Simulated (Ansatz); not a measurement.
```yaml
crystal:
  periodic: [false, false, false]
  atoms:
    - {symbol: C, position_ang: [-0.161438, -0.782780, -0.883959]}
    - {symbol: C, position_ang: [0.394962, 0.183648, 0.140665]}
    - {symbol: F, position_ang: [1.707530, 0.248508, -0.094868]}
    - {symbol: B, position_ang: [-0.121831, 0.809168, 1.410411]}
    - {symbol: h, position_ang: [-0.227969, 1.455902, 0.274240]}
    - {symbol: H, position_ang: [-1.312559, -0.812912, -0.729878]}
    - {symbol: H, position_ang: [0.226363, -1.732427, -0.774826]}
    - {symbol: H, position_ang: [0.011629, -0.366644, -1.855836]}
    - {symbol: H, position_ang: [-0.512567, 0.888712, 2.523960]}
basis:
  gaussian: {orbitals: cc-pVTZ, fitting: {mean_field: def2-universal-jkfit}}
total_charge: -1
magnetization: {spin_polarized: true, initial_magnetization: 1}
hamiltonian: {xc: {name: PBE0}}
output: {forces: true}
```

```sh
$ ansatz run in.yaml --threads 2 --pin off --events-out ev --progress --plain --max-ram 4352MiB
```

It prints (some lines left out):

```
Error: YAML parse error: error: line 8 column 16: `h` is not an element symbol (H … Og, case-exact)
 6 |     - {symbol: F, position_ang: [1.707530, 0.248508, -0.094868]}
 7 |     - {symbol: B, position_ang: [-0.121831, 0.809168, 1.410411]}
 8 |     - {symbol: h, position_ang: [-0.227969, 1.455902, 0.274240]}
 9 |     - {symbol: H, position_ang: [-1.312559, -0.812912, -0.729878]}
10 |     - {symbol: H, position_ang: [0.226363, -1.732427, -0.774826]}
```

In this input an element symbol is wrong. The input was rejected before any iteration.
